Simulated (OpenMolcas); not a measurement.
## Tm2+: ligand-field states by method

Tm2+ with 8 ligands (fluoride) in square antiprismatic coordination (D4d) at 2.41 Å. A charge of +0.75 e stands 2.8 Å behind each ligand. Ligand basis ANO-RCC-VDZP.

```
Program             : OpenMolcas
Basis               : ANO-RCC-VTZP [8s7p5d3f2g1h]
Scalar Hamiltonian  : DKH2, point nucleus
Active space        : 13 electrons in 7 orbitals (4f)
State averaging     : 2S+1 = 2 odd, 7 roots
Spin-orbit coupling : RASSI with atomic mean-field integrals over the reference wave functions
```

I. CASSCF
II. SS-CASPT2, IPEA 0.25 Eh, imaginary shift 0.1 Eh (closed shells correlated: 5s 5p and the ligand valence shells)

Spin-free states in cm-1, each column counted from its own energy of the first state listed:

| State | Degeneracy | I | II |
| --- | --- | --- | --- |
| 2S+1 = 2 | 2 | 0 | 0 |
| 2S+1 = 2 | 2 | 5 | -10 |
| 2S+1 = 2 | 2 | 355 | 380 |
| 2S+1 = 2 | 1 | 395 | 460 |

II puts a state of multiplicity 2 lowest, 5.7 cm-1 below that state.

With spin-orbit coupling the lowest J multiplet is 385 (I), 435 (II) cm-1 wide, a factor of 1.13 from I to II.

χT at 300 K: I 2.51, II 2.50 cm3 K/mol.

Over all roots computed the reference weight is 0.61 in II; a low but even weight reflects the number of correlated electrons. Without dynamic correlation the ligand-field splitting of an f shell can come out too small, at times by half (holds for I). Splittings of an f shell from a small cluster at a set distance can be off by tens of per cent, mostly too small (holds for II). The distance lies 2 % under the 2.47 Å that this model takes as the normal distance (a Shannon-type radius plus a fixed donor radius); by an R⁻⁵ law this alone changes a d-shell field by about +13 %. No measured value stands beside these numbers; the geometry is a model, was not optimised and need not be the one that this ion takes.

A state without a sure symmetry label is named by its multiplicity alone.
